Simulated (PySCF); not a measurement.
CH3N2S, multiplicity 2. Atoms are numbered in the order given.

```xyz
7

N      0.9545    -0.9430     0.8073
C     -0.0565    -0.2929     0.3039
N     -1.3241    -0.6924     0.5377
S      0.2896     0.9700    -0.8130
H      1.8060    -0.3781     0.7975
H     -1.4536    -1.5546     1.0533
H     -2.0597    -0.3826    -0.0812
```
Charge 0, spin multiplicity 2.

The structure is a stationary point at PBE0-D3(BJ)/def2-SVP. The isomer is the one that the SMILES or the coordinates give; other isomers of the formula were not compared. Other conformers were not sampled.

These are B3LYP/def2-TZVPD in PySCF values and carry that method's errors.

The molecule is in vacuum.

Task: Estimate the frontier levels, dipole moment and polarisability. (The exact figures need the calculation; the answer reports its results.)

Result: 
| Quantity | Result |
|---|---|
| α spin, highest occupied and lowest empty level | -7.07 and -0.47 eV |
| β spin, highest occupied and lowest empty level | -6.79 and -4.46 eV |
| dipole moment | 2.06 D |
| quadrupole, principal values (traceless, Buckingham form, about the centre of nuclear charge) | -5.33, -3.84, 9.16 D·Å |
| mean static polarisability | 60.2 bohr³ (8.91 Å³) |
| polarisability, principal values | 37.7, 57.7, 85.1 bohr³ |
| ⟨S²⟩ | 0.764 (pure state 0.75) |
